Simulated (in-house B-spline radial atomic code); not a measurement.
**Functionals against NIST's ionisation energies down a group: Al³⁺ to Tl³⁺**

Ionisation energies as differences of self-consistent total energies from a B-spline radial code for spherical atoms: all electrons, radial basis limit, scalar-relativistic (one-electron X2C), spin-polarised at highest spin, spherical densities; exact exchange is averaged over the determinants of each configuration. No spin-orbit coupling, Breit or QED terms. NIST's values run from ground level to ground level, so in open shells the differences also hold multiplet and fine-structure energies that spherical high-spin averages miss. Columns give computed minus NIST, in eV; a star marks a semi-empirical value. Species are left out where the tabulated value is theory, is uncertain by more than 0.12 eV, or (13 ions, such as In⁴⁺, Te⁴⁺ and Bi⁴⁺) lies off its series for all methods alike, which flatters the means a little.

```
species  shell      NIST (eV)   RPBE   SCAN  r2SCAN0  revTPSS
   Al³⁺     2p         119.99  +0.26  +1.68    +1.13    +0.47
   Ga³⁺     3d  63.24 ± 0.009  +0.20  +0.61    +0.23    +0.05
   In³⁺     4d   55.45 ± 0.04  +0.64  +1.05    +0.95    +0.60
   Tl³⁺     5d   51.14 ± 0.04  +0.32  +0.69    +0.62    +0.36
```

Q: How do the methods rank, and which species is hardest?

A: Mean absolute (signed) differences: RPBE 0.36 (+0.36) eV; revTPSS 0.37 (+0.37) eV; r2SCAN0 0.73 (+0.73) eV; SCAN 1.01 (+1.01) eV. For In³⁺, which loses a 4d electron, the nearest method is off by +0.60 eV, the largest such miss. The first two are tied within the accuracy of the references.
